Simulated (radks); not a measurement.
The manganese ion Mn2+ inside a hard spherical wall (all orbitals vanish at R), configuration held at [Ar] 3d5 and not refilled when levels cross. Method: non-relativistic Kohn-Sham, LDA (Slater exchange, VWN5 correlation), spin-polarised, spherical densities, point nucleus; open shells are filled with parallel spins first; computed with a radial shooting solver on a logarithmic mesh with Libxc functionals. Eigenvalues in eV for spin up, with the zero of energy where the potential of the charges vanishes at infinity; a dash marks a level that is unbound or too diffuse for the functional's potential to be trusted. A positive occupied level is held by the wall or, in an anion where self-interaction has pushed it up, behind a barrier. The pressure on the wall is -dE/dV.

| R (bohr) | E (hartree) | kinetic (hartree) | e(2p) | e(3s) | e(3p) | e(3d) | e(4s, empty) | e(4p, empty) | pressure (GPa) |
|---|---|---|---|---|---|---|---|---|---|
| free | -1147.76901 | 1146.372 | -645.10 | -103.13 | -73.573 | -26.242 | -19.897 | -14.210 | 0 |
| 20 | -1147.76901 | 1146.372 | -645.10 | -103.13 | -73.573 | -26.242 | -19.897 | -14.210 | < 0.0001 |
| 12 | -1147.76901 | 1146.372 | -645.10 | -103.13 | -73.573 | -26.242 | -19.897 | -14.210 | < 0.0001 |
| 10 | -1147.76901 | 1146.372 | -645.10 | -103.13 | -73.573 | -26.242 | -19.897 | -14.209 | < 0.0001 |
| 8 | -1147.76901 | 1146.372 | -645.10 | -103.13 | -73.573 | -26.242 | -19.895 | -14.191 | 0.000112 |
| 6 | -1147.76885 | 1146.374 | -645.08 | -103.11 | -73.562 | -26.230 | -19.802 | -13.882 | 0.0241 |
| 5 | -1147.76740 | 1146.389 | -644.99 | -103.03 | -73.485 | -26.153 | -19.359 | -12.950 | 0.347 |
| 3.5 | -1147.72121 | 1146.699 | -643.37 | -101.78 | -72.267 | -24.821 | -13.771 | -4.911 | 20.6 |
| 1.5 | -1137.72062 | 1187.242 | -571.10 | -48.874 | -16.234 | 38.419 | 216.42 | 231.19 | 35400 |
